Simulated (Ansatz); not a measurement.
Relaxation of ClF5H2MoO (10 atoms, charge 0, multiplicity 1), to a largest force component of 0.03 eV/Å in at most 50 steps.

Computed with Ansatz, RKS PBE-D4/def2-SVP.

```xyz
10
Properties=species:S:1:pos:R:3
Mo 0.294 0.268 -0.290
Cl -0.244 -0.439 3.128
F 1.920 0.006 -1.167
F 0.098 1.899 -1.162
F -1.307 0.602 0.550
F 0.367 -1.439 0.404
F -0.471 -0.475 -1.803
O 1.336 1.074 1.030
H 2.291 1.287 1.017
H 0.294 0.770 2.953
```

**Question.** Where does it end, and by what steps?

**Answer.** The run converged. The force dipped under the threshold on the way, but the program's further checks kept it going. After 22 steps the energy has fallen by 0.195 eV; Cl2 moved furthest, 1.25 Å.

| step | energy less start (eV) | largest force component (eV/Å) | accepted |
| --- | --- | --- | --- |
| 0 | 0.0000 | 0.927 | yes |
| 1 | -0.1062 | 0.755 | yes |
| 2 | -0.1334 | 1.025 | yes |
| 3 | -0.1683 | 0.255 | yes |
| 4 | -0.1763 | 0.149 | yes |
| 5 | -0.1772 | 0.140 | yes |
| 6 | -0.1837 | 0.203 | yes |
| 7 | -0.1714 | 0.555 | no |
| 8 | -0.1878 | 0.040 | yes |
| 9 | -0.1886 | 0.023 | yes |
| 10 | -0.1901 | 0.076 | yes |
| 11 | -0.1908 | 0.096 | yes |
| 12 | -0.1914 | 0.109 | yes |
| 13 | -0.1920 | 0.102 | yes |
| 14 | -0.1925 | 0.078 | yes |
| 15 | -0.1929 | 0.081 | yes |
| 16 | -0.1933 | 0.069 | yes |
| 17 | -0.1937 | 0.067 | yes |
| 18 | -0.1940 | 0.057 | yes |
| 19 | -0.1941 | 0.041 | yes |
| 20 | -0.1944 | 0.011 | yes |
| 21 | -0.1945 | 0.044 | yes |
| 22 | -0.1946 | 0.025 | yes |

```xyz
10
Properties=species:S:1:pos:R:3
Mo 0.310 0.202 -0.431
Cl -0.430 0.588 3.817
F 1.926 0.317 -1.344
F -0.089 1.968 -0.819
F -1.235 0.118 0.562
F 0.545 -1.611 -0.140
F -0.451 -0.241 -2.055
O 1.321 0.670 1.081
H 2.278 0.853 1.169
H 0.403 0.691 2.817
```

Whether the end is a true minimum wasn't checked by a vibrational analysis.

Run time: 62 s on 4 threads of Arm Neoverse V1, on a shared host, peak memory 0.23 GiB.
